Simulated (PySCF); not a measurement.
Peak assignment

Atom-mapped SMILES (the numbers label the heavy atoms): `[F:1][C@@H:2]([SiH3:3])[C@@H:4]1[CH2:5][CH2:6][NH:7]1`. Each H is labelled by its parent atom. Ha(C5), Ha(C6) are cis to C2 on the ring; Hb(C5), Hb(C6) are trans to C2 on the ring.

- structure optimised with GFN2-xTB
- σ from GIAO-PBE0/pcSseg-1
- code: PySCF
- non-relativistic Hamiltonian, averaged over atoms made equivalent by symmetry, fast rotation or ring inversion, one computed conformer, in vacuum

Referencing at the same level of theory: ¹³C, ¹H vs TMS.

Q: Assign these signals to the numbered atoms. ¹³C{¹H} NMR (computed): δ 94.7, 60.5, 45.8, 23.4.

A: 
94.7 → C2, sp3 CH bonded to F and Si: the inductive effect lowers its shielding
60.5 → C4, sp3 CH bonded to N: the inductive effect lowers its shielding
45.8 → C6, sp3 CH2 bonded to N: the inductive effect lowers its shielding
23.4 → C5, sp3 CH2 in a ring: saturated and bonded to C and H only

Q: Assign these signals to the numbered atoms. ¹H NMR (500 MHz, computed): δ 5.15 (m, 1H), 4.56 (m, 1H), 4.18 (m, 3H), 3.87 (m, 1H), 3.58 (m, 1H), 2.46 (m, 1H), 2.28 (m, 1H), 0.81 (br s, 1H).

A: 
| δ (ppm) | atoms | environment | reason |
| --- | --- | --- | --- |
| 5.15 | H(C2) | hydrogen on an sp3 CH bonded to F and Si | its carbon carries F, an electronegative neighbour |
| 4.56 | H(C4) | hydrogen on an sp3 CH bonded to N | its carbon carries N, hence the downfield position |
| 4.18 | H(Si3) | hydrogen on a silicon bonded to C | – |
| 3.87 | Hb(C6) | hydrogen on an sp3 CH2 bonded to N | its carbon carries N, hence the downfield position |
| 3.58 | Ha(C6) | hydrogen on an sp3 CH2 bonded to N | – |
| 2.46 | Ha(C5) | hydrogen on an sp3 CH2 in a ring | – |
| 2.28 | Hb(C5) | hydrogen on an sp3 CH2 in a ring | – |
| 0.81 | H(N7) | hydrogen on an amine nitrogen | exchangeable; this is the value without hydrogen bonding to other molecules |

The OH or NH signal is concentration- and solvent-dependent in practice; the value given is the gas-phase one. Splittings by ¹⁹F in the carbon and heteronuclear signals aren't shown, as no couplings were computed. Shifts are as computed. Against solution values, carbons near 30 ppm lie about +3 ppm off and those near 130 ppm about +5 ppm. Of 1211 compounds with measured shifts, 218 miss one by over three times the rms of a fit or turn the order of signals round; such compounds aren't used in these exercises. Multiplicities follow the n + 1 count of equivalent neighbours, as no J values were calculated; m marks all less simple cases, F and P coupling included.
